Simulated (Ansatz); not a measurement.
CdF₂: single points at one geometry.

```yaml
crystal:
  periodic: [false, false, false]
  atoms:
    - {symbol: Cd, position_ang: [0.000126, 0.000092, 0.000098]}
    - {symbol: F, position_ang: [1.376827, -1.039999, -0.842818]}
    - {symbol: F, position_ang: [-1.376953, 1.039908, 0.842729]}
basis:
  gaussian: {orbitals: def2-TZVP, initial_orbitals: start.molden}
correlation: {method: mp2}
scf: {omitted_lower_state_checks: [starts]}
output: {orbitals: {seedname: orbitals}}
```

The file start.molden holds the orbitals of an earlier run on this structure, at another level or in another basis.

```sh
$ ansatz run in.yaml --threads 2 --pin off --events-out ev --progress --plain --max-ram 4352MiB
```

Output, abridged:

```
Functional definition: HF
788 factors; integrals over basis functions are off by at most 9.0e-4 eV
mean field evaluation 1: about -9954.2805 eV, gradient 2.3e1 eV
mean field evaluation 2: about -9955.0778 eV, gradient 1.1e0 eV
mean field evaluation 4: about -9955.4143 eV, gradient 2.1e-2 eV
mean field evaluation 8: about -9955.4144 eV, gradient 4.8e-7 eV
mean field -9955.41438553 eV, -365.8547306460 hartree, gradient 7.9e-6 eV, S^2 0.000000; 0 other end points of the search recorded, 0 dependent functions left out
2 core orbitals not correlated: weight in the atoms' cores, before any rotation towards them, 1.000 or more for the frozen orbitals, at most 0.000 for the correlated occupied ones
reference -9955.41438553 eV, -365.8547306460 hartree; 17, 17 occupied and 83, 83 virtual orbitals, 788 factors
second order -27.53541834 eV of doubles, -0.00000000 eV of singles
Total energy: -9982.94980387 eV, -366.8666386059 hartree
Checks for a lower state left out: starts
```

It took 0.6 s on 2 threads of Arm Neoverse V2 on a shared host.

First input, but with `hamiltonian: {xc: {name: B2PLYP}}` and without the key `correlation`, `output` (abridged; 1.7 s):

```
Functional definition: B2PLYP
mean field -9986.62972147 eV, -367.0018730834 hartree, gradient 3.5e-6 eV, S^2 0.000000
2 core orbitals not correlated: weight in the atoms' cores, before any rotation towards them, 1.000 or more for the frozen orbitals, at most 0.000 for the correlated occupied ones
second order -32.39659222 eV of doubles, -0.00000000 eV of singles
Total energy: -9995.37692456 eV, -367.3233268678 hartree
Checks for a lower state left out: starts
```

As the first input, with `hamiltonian: {xc: pbe, dispersion: d4}` and without the key `correlation` (abridged; 0.75 s):

```
Functional definition: PBE
mean field -9997.13130242 eV, -367.3877990648 hartree, gradient 8.9e-6 eV, S^2 0.000000
Total energy: -9997.16421395 eV, -367.3890085415 hartree
Checks for a lower state left out: starts
```

As the first input, with `gaussian: {orbitals: def2-SVP, initial_orbitals: start.molden}`, `hamiltonian: {xc: pbe, dispersion: d4}` and without the key `correlation` (abridged; 0.5 s):

```
Functional definition: PBE
mean field -9989.00519121 eV, -367.0891699860 hartree, gradient 2.3e-5 eV, S^2 0.000000
Total energy: -9989.03810442 eV, -367.0903795241 hartree
Checks for a lower state left out: starts
```

First input, but with `hamiltonian: {xc: {name: revPBE}, dispersion: d4}` and without the key `correlation` (abridged; 0.75 s):

```
Functional definition: revPBE
mean field -10001.64320395 eV, -367.5536083880 hartree, gradient 9.8e-6 eV, S^2 0.000000
Total energy: -10001.73995561 eV, -367.5571639457 hartree
Checks for a lower state left out: starts
```

The first input with `hamiltonian: {xc: r2scan, dispersion: d4}`, `output: {forces: true, orbitals: {seedname: orbitals}}` and without the key `correlation` (abridged; 1.9 s):

```
Functional definition: r2SCAN
mean field -10001.43959379 eV, -367.5461258524 hartree, gradient 6.1e-6 eV, S^2 0.000000
Total energy: -10001.44682274 eV, -367.5463915117 hartree
Atom 0 force    -0.000393    -0.000283    -0.000293 eV/Å
Atom 1 force    -0.011468     0.008952     0.007286 eV/Å
Atom 2 force     0.011861    -0.008669    -0.006993 eV/Å
Dipole moment:     0.000181     0.000130     0.000135 e Å
Checks for a lower state left out: starts
```

As the first input, with `gaussian: {orbitals: def2-SVP, initial_orbitals: start.molden}`, `hamiltonian: {xc: pbe0, dispersion: d4}` and without the key `correlation` (abridged; 0.75 s):

```
Functional definition: PBE0
mean field -9988.59374033 eV, -367.0740494450 hartree, gradient 2.2e-5 eV, S^2 0.000000
Total energy: -9988.62115630 eV, -367.0750569634 hartree
Checks for a lower state left out: starts
```

Geometry: r2SCAN-D4/def2-TZVP.

In the def2 sets Cd takes a core potential; there is no spin–orbit coupling. Correlated methods freeze 2 core orbitals; core or outer-core shells of Cd are correlated, in sets that lack core-valence functions. The structure comes from a short search, and lower isomers may exist.
